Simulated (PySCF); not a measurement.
Isomers of C6H10OSi. Method: PySCF 2.14.0, density-fitted response routines, TDDFT CAM-B3LYP/def2-SVPD, vertical, gas phase, core orbitals frozen in the response. Geometries: GFN2-xTB; one conformer of each isolated species. Triplets are in the Tamm–Dancoff approximation. 'Strongest' means the level of largest summed f among the lowest 8 singlets; it needn't be the same kind of state in each.

**Question.** Rank by computed lowest singlet excitation energy, lowest first.
A. `[C@@H]1(CC#C)[SiH2]OCC1`
B. `C=C/C=C\C=C/O[SiH3]`
C. `C=C[SiH2]OC1=CCC1`
D. `CC#C[Si@H]1CCCO1`

**Answer.** B (4.65 eV), D (5.88 eV), C (6.07 eV), A (6.65 eV).

| SMILES | S1 (eV) | α (au) | f (strongest) | LUMO (eV) | HOMO (eV) | S1 mainly |
| --- | --- | --- | --- | --- | --- | --- |
| C=C/C=C\C=C/O[SiH3] | 4.65 | 123.8 | 1.08 | -0.15 | -6.99 | H→L (98%) |
| CC#C[Si@H]1CCCO1 | 5.88 | 96.1 | 0.09 | 1.05 | -8.82 | H→L (54%) |
| C=C[SiH2]OC1=CCC1 | 6.07 | 98.7 | 0.46 | 0.55 | -7.72 | H→L+1 (64%) |
| C#CC[C@H]1CCO[SiH2]1 | 6.65 | 92.8 | 0.04 | 1.01 | -9.11 | H→L+6 (24%) |

H and L stand for HOMO and LUMO.

- `C=C/C=C\C=C/O[SiH3]`: Löwdin shares by element: HOMO carbon 61% or more (atoms not listed hold the other 39%); LUMO carbon 64% or more (atoms not listed hold the other 36%).
- `CC#C[Si@H]1CCCO1`: Löwdin shares by element: HOMO carbon 61% or more, oxygen 10% (atoms not listed hold the other 29%); LUMO carbon 35% or more, silicon 25%, oxygen 8% (atoms not listed hold the other 33%).
- `C=C[SiH2]OC1=CCC1`: Löwdin shares by element: HOMO carbon 65% or more, oxygen 17% (atoms not listed hold the other 18%); LUMO carbon 63% or more, silicon 12%, hydrogen 6% or more (atoms not listed hold the other 19%).
- `C#CC[C@H]1CCO[SiH2]1`: Löwdin shares by element: HOMO carbon 76% or more, silicon 5% (atoms not listed hold the other 19%); LUMO hydrogen 32% or more, silicon 29% (atoms not listed hold the other 39%).
